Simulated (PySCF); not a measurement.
Sn(Cl)2(Br)(NH2) (BrCl2H2NSn), SMILES [NH2][Sn]([Cl])([Cl])[Br]. Atoms are numbered in the order given.

```xyz
7

N     -1.0411     2.1530     0.0000
Sn    -0.4016     0.2308     0.0000
Cl    -1.2748    -0.7915    -1.9071
Cl    -1.2748    -0.7915     1.9071
Br     2.0599    -0.1429     0.0000
H     -0.6935     2.6502    -0.8238
H     -0.6935     2.6502     0.8238
```
Charge 0, spin multiplicity 1.

Coordinates come from a r2SCAN-D4/def2-SVP optimisation. The def2 effective core potentials stand for the cores of Sn; spin–orbit coupling is left out. Other conformers were not sampled.

Computed with TDDFT-PBE0/def2-SVPD in PySCF.

Vertical excitations.  State labels are in the subgroup Cs.

Computed excitation energies, oscillator strengths and character:
| state | symmetry | energy (eV) | λ (nm) | f | main pairs |
|---|---|---|---|---|---|
| S1 | A' | 4.44 | 279 | 0.036 | HOMO→LUMO 93 % |
| S2 | A" | 4.63 | 268 | 0.009 | HOMO−1→LUMO 99 % |
| S3 | A' | 4.91 | 253 | 0.044 | HOMO−2→LUMO 87 % |
| S4 | A" | 5.23 | 237 | 0.025 | HOMO−3→LUMO 96 % |
| S5 | A" | 5.31 | 234 | 0.002 | HOMO−5→LUMO 97 % |
| S6 | A' | 5.35 | 232 | 0.045 | HOMO−4→LUMO 82 % |
| S7 | A' | 5.49 | 226 | 0.049 | HOMO−6→LUMO 87 % |
| S8 | A' | 6.91 | 180 | 0.020 | HOMO→LUMO+1 76 % |
| S9 | A" | 6.92 | 179 | 0.001 | HOMO→LUMO+2 99 % |
| S10 | A' | 7.05 | 176 | 0.090 | HOMO−7→LUMO 57 %, HOMO−1→LUMO+2 26 %, HOMO→LUMO+1 10 % |
| T1 | A' | 3.80 | 326 | 0 | HOMO→LUMO 95 % |
| T2 | A" | 4.24 | 293 | 0 | HOMO−1→LUMO 98 % |
| T3 | A' | 4.37 | 283 | 0 | HOMO−2→LUMO 96 % |
| T4 | A" | 4.81 | 258 | 0 | HOMO−3→LUMO 96 % |
Triplets are in the Tamm–Dancoff approximation, which puts them higher than full response would, so one can lie above its singlet here.
